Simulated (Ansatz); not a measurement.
Coupled-cluster diagnostics for the cluster HfZrO₄, Ansatz.

Geometry of the singlet (PBE0-D4/def2-SVP):

```
atom   x (Å)   y (Å)   z (Å)
 Hf1   1.504   1.723  -1.098
 Zr2  -0.237  -0.273   0.172
  O3   1.657  -0.068  -0.464
  O4  -0.310   1.611  -0.522
  O5  -1.500  -1.750   0.298
  O6  -1.114  -1.243   1.614
```

In the def2 sets Hf, Zr take a core potential; there is no spin–orbit coupling. Correlated methods freeze 4 core orbitals; core or outer-core shells of Hf, Zr are correlated, in sets that lack core-valence functions. The structure holds one bond between oxygen atoms, so isomers without such links may lie far lower. Another isomer (singlet) lies 3.50 eV lower at PBE0-D4/def2-TZVP; other spin states weren't run for this one.

(1) Estimate the CCSD(T) correlation energy, the shares of MP2 and (T), T1 and the reference's ⟨S²⟩ for: charge 0, singlet, own geometry in def2-TZVP; and the rough time on 4 threads of Arm Neoverse V1 on a shared host.

Answers

(1) 
```tsv
state	basis	correlation (eV)	MP2 share (%)	(T) share (%)	T1	⟨S²⟩ (pure)	wall time	remarks
charge 0, singlet, own geometry	def2-TZVP	-43.157	97.6	4.9	0.026	0.00 (0.00)	4.3 min	restricted SCF unstable
```
Customary marks for T1 are 0.02 (closed shells), 0.045 (open shells) and about 0.05 (3d metals). T1 exceeds 0.02 in 1 of 1 rows and 0.045 in 0; the higher it lies, the less the single-reference result can be trusted.
